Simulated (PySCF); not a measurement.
C₂HCl₂, SMILES Cl[C]=CCl, multiplicity 2. Atoms are numbered in the order given.

```xyz
5

Cl    -0.3306     1.7953     0.0000
C      0.8867     0.6517     0.0000
C      0.9661    -0.6650     0.0000
Cl    -0.4365    -1.7206     0.0000
H      1.9239    -1.1895     0.0000
```
Charge 0, spin multiplicity 2.

Geometry optimised at B3LYP-D3(BJ)/def2-SVP. The isomer is the one that the SMILES or the coordinates give; other isomers of the formula were not compared.

Two levels are set side by side: PBE/pcH-1 (PySCF) and PBE0/pcH-1 (PySCF). Contact hyperfine couplings, same geometry. Differences are taken from unrounded values.

```
quantity                         PBE0
------------------------------  -----
A(iso) of 35Cl, atom Cl1 (MHz)   25.2
A(iso) of 13C, atom C2 (MHz)    478.5
A(iso) of 13C, atom C3 (MHz)     95.9
A(iso) of 35Cl, atom Cl4 (MHz)   12.1
A(iso) of 1H, atom H5 (MHz)      36.6
```

Q: What does PBE give, and how far is it from PBE0? (An estimate is asked for; the answer gives what the named calculation found.)

A: 
```json
[
 {"quantity": "A(iso) of 35Cl, atom Cl1 (MHz)", "PBE": "22.0", "PBE minus PBE0": "-3.2"},
 {"quantity": "A(iso) of 13C, atom C2 (MHz)", "PBE": "440.9", "PBE minus PBE0": "-37.5"},
 {"quantity": "A(iso) of 13C, atom C3 (MHz)", "PBE": "118.7", "PBE minus PBE0": "22.8"},
 {"quantity": "A(iso) of 35Cl, atom Cl4 (MHz)", "PBE": "16.2", "PBE minus PBE0": "4.0"},
 {"quantity": "A(iso) of 1H, atom H5 (MHz)", "PBE": "31.4", "PBE minus PBE0": "-5.3"}
]
```

Rough cost on one machine, each run with all the roots and properties that it gave: PBE0 against PBE within a factor of 2.
